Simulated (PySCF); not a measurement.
C7H10N (charge +1).
Atom-mapped SMILES: `[CH3:1][c:2]1[cH:3][cH:4][cH:5][c:6]([NH3+:7])[cH:8]1`

Geometry (GFN2-xTB, Å), atoms numbered from 1 in this order:
```
atom  x, y, z in Å
C1    -2.313   -1.156   -0.569
C2    -1.157   -0.276   -0.236
C3    -1.338    1.082    0.021
C4    -0.272    1.900    0.346
C5     1.012    1.378    0.425
C6     1.187    0.030    0.177
N7     2.556   -0.551    0.254
C8     0.130   -0.798   -0.151
H9    -3.090   -0.598   -1.084
H10   -2.746   -1.557    0.348
H11   -2.007   -1.993   -1.190
H12   -2.331    1.500   -0.035
H13   -0.432    2.948    0.539
H14    1.847    2.015    0.673
H15    2.528   -1.472    0.711
H16    2.954   -0.673   -0.688
H17    3.170    0.076    0.790
H18    0.295   -1.849   -0.341
```

Definitions: NICS(0) = −σiso at the ring centroid; NICS(1) = −σiso and NICS(1)zz = −σzz at ±1 Å along the ring normal z. Level: GIAO PBE0/pcSseg-1 (PySCF, non-relativistic, gas phase) on the GFN2-xTB geometry, one conformer.

Ring bond lengths (Å), with Mayer bond orders in brackets: C2–C3 1.393 (1.40), C3–C4 1.382 (1.46), C4–C5 1.387 (1.45), C5–C6 1.381 (1.38), C6–C8 1.382 (1.37), C8–C2 1.392 (1.40).

Q: What do the NICS probes read (ppm)?

A: 
```json
{"ring": "C2–C3–C4–C5–C6–C8", "type": "6-membered carbocycle; formal bonds all aromatic", "NICS(0)": "-9.7", "NICS(1), two faces": "-11.3 / -11.3", "NICS(1)zz, two faces": "-27.9 / -27.8", "rms pucker (Å)": "0.00", "centre to ring atoms, mean (Å)": "1.39"}
```

Q: What do they say, and how far can they be read as aromaticity?

A: 
- C2–C3–C4–C5–C6–C8: mean NICS(1)zz -27.9 ppm, shielded, aromatic by this magnetic criterion (flat ring, no four-coordinate atom).

Q: What does the geometric index give? HOMA = 1 − mean of α(R − Ropt)² over the ring bonds, with Krygowski's 1993 parameters (CC: Ropt 1.388 Å, α 257.7 Å⁻²).

A: 
- C2–C3–C4–C5–C6–C8: HOMA 0.99 = 1 − EN − GEO, with mean bond length 1.386 Å, EN = α(Ropt − mean)² = 0.001 and GEO = α × variance = 0.006. The geometric and the magnetic index point the same way.

Q: What field does 9.4 T along the ring normal induce along that normal at the first NICS(1) probe listed for ring C2–C3–C4–C5–C6–C8, 1 Å off the ring?

A: NICSzz × B0 = -27.9 ppm × 9.4 T = -262 μT, against the applied field.

Q: How shielded are the nuclei of the rings and their hydrogens (means over atoms taken as equivalent)?

A: 
| atoms | environment | σ isotropic (ppm) | principal values of the symmetric part, first atom (ppm) |
| --- | --- | --- | --- |
| C2 | substituted aromatic carbon | 31.9 | -63.6, -15.8, 175.1 |
| C3 | aromatic CH carbon | 42.7 | -64.0, 21.8, 170.3 |
| C4 | aromatic CH carbon | 46.9 | -59.2, 21.9, 177.9 |
| C5 | aromatic CH carbon | 64.4 | -27.0, 51.2, 169.0 |
| C6 | aromatic carbon bearing nitrogen | 58.0 | -41.3, 92.7, 122.5 |
| C8 | aromatic CH carbon | 61.4 | -28.1, 53.2, 159.3 |
| H12 | aromatic hydrogen | 23.38 | 19.8, 22.7, 27.7 |
| H13 | aromatic hydrogen | 23.43 | 19.8, 24.2, 26.3 |
| H14 | aromatic hydrogen | 24.32 | 20.6, 24.5, 27.9 |
| H18 | aromatic hydrogen | 24.25 | 20.1, 23.2, 29.5 |
